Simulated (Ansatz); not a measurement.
The inner images of a band of CH6FPSeSi (11 atoms, charge 0, multiplicity 1) are given out of order.

Method: Ansatz 0.2.0, RKS PBE0-D4/def2-SVP.

First end point:

```xyz
11
Properties=species:S:1:pos:R:3
F -1.725 2.325 -0.028
C -0.702 1.497 0.389
Si -1.197 -0.316 0.111
Se 0.509 -1.683 0.792
P 1.942 -0.969 -0.841
H -0.494 1.677 1.459
H 0.217 1.738 -0.174
H -2.366 -0.673 0.964
H -1.521 -0.534 -1.328
H 3.091 -0.859 -0.002
H 2.312 -2.261 -1.321
```

Last end point:

```xyz
11
Properties=species:S:1:pos:R:3
F -1.364 2.262 -0.109
C -0.450 1.399 0.460
Si -1.026 -0.391 0.180
Se 0.503 -1.863 1.033
P 2.158 -1.599 -0.519
H -0.367 1.609 1.541
H 0.544 1.577 0.015
H -2.306 -0.621 0.911
H -1.210 -0.632 -1.282
H 2.242 -0.172 -0.518
H 1.341 -1.626 -1.692
```

Question: Put them in order from the first end to the last, with their energies above the first end.
A.
```xyz
11
Properties=species:S:1:pos:R:3
F -1.296 2.375 -0.268
C -0.445 1.479 0.346
Si -1.097 -0.287 0.083
Se 0.272 -1.820 1.094
P 2.147 -1.827 -0.208
H -0.384 1.707 1.425
H 0.571 1.595 -0.073
H -2.415 -0.434 0.769
H -1.245 -0.557 -1.377
H 2.418 -0.425 -0.271
H 1.538 -1.861 -1.500
```
B.
```xyz
11
Properties=species:S:1:pos:R:3
F -1.422 2.355 -0.201
C -0.548 1.460 0.384
Si -1.201 -0.306 0.137
Se 0.332 -1.798 1.017
P 1.910 -1.399 -0.435
H -0.449 1.692 1.459
H 0.450 1.565 -0.077
H -2.487 -0.482 0.880
H -1.396 -0.594 -1.311
H 2.900 -0.444 -0.196
H 1.977 -2.107 -1.636
```
C.
```xyz
11
Properties=species:S:1:pos:R:3
F -1.353 2.401 -0.244
C -0.506 1.488 0.350
Si -1.168 -0.272 0.089
Se 0.282 -1.782 1.024
P 2.205 -1.821 -0.196
H -0.421 1.709 1.429
H 0.504 1.583 -0.087
H -2.455 -0.442 0.832
H -1.379 -0.541 -1.361
H 2.608 -0.449 -0.265
H 1.750 -1.930 -1.549
```
D.
```xyz
11
Properties=species:S:1:pos:R:3
F -1.389 2.380 -0.224
C -0.535 1.473 0.369
Si -1.210 -0.282 0.121
Se 0.289 -1.769 1.007
P 2.084 -1.643 -0.287
H -0.438 1.704 1.445
H 0.470 1.562 -0.081
H -2.497 -0.447 0.861
H -1.397 -0.575 -1.326
H 2.799 -0.422 -0.233
H 1.889 -2.037 -1.632
```
E.
```xyz
11
Properties=species:S:1:pos:R:3
F -1.453 2.333 -0.179
C -0.561 1.450 0.397
Si -1.185 -0.329 0.146
Se 0.383 -1.818 1.014
P 1.773 -1.164 -0.601
H -0.460 1.680 1.472
H 0.431 1.571 -0.073
H -2.467 -0.521 0.896
H -1.396 -0.608 -1.302
H 2.947 -0.512 -0.169
H 2.054 -2.139 -1.582
```
F.
```xyz
11
Properties=species:S:1:pos:R:3
F -1.581 2.330 -0.119
C -0.645 1.463 0.407
Si -1.201 -0.333 0.142
Se 0.497 -1.704 0.841
P 1.827 -0.935 -0.856
H -0.513 1.669 1.484
H 0.330 1.633 -0.085
H -2.406 -0.642 0.965
H -1.484 -0.572 -1.302
H 3.016 -0.761 -0.085
H 2.226 -2.205 -1.372
```
G.
```xyz
11
Properties=species:S:1:pos:R:3
F -1.489 2.312 -0.161
C -0.582 1.440 0.407
Si -1.184 -0.346 0.158
Se 0.449 -1.776 0.943
P 1.717 -0.969 -0.774
H -0.477 1.668 1.483
H 0.405 1.580 -0.066
H -2.449 -0.570 0.919
H -1.405 -0.615 -1.291
H 2.949 -0.631 -0.137
H 2.130 -2.150 -1.460
```

Answer: F (+0.01 eV), G (+0.12 eV), E (+0.77 eV), B (+1.40 eV), D (+0.72 eV), C (+0.14 eV), A (+0.06 eV).

Run time: 3.1 min on 2 threads of Arm Neoverse V1 (shared host), peak memory 0.36 GiB.
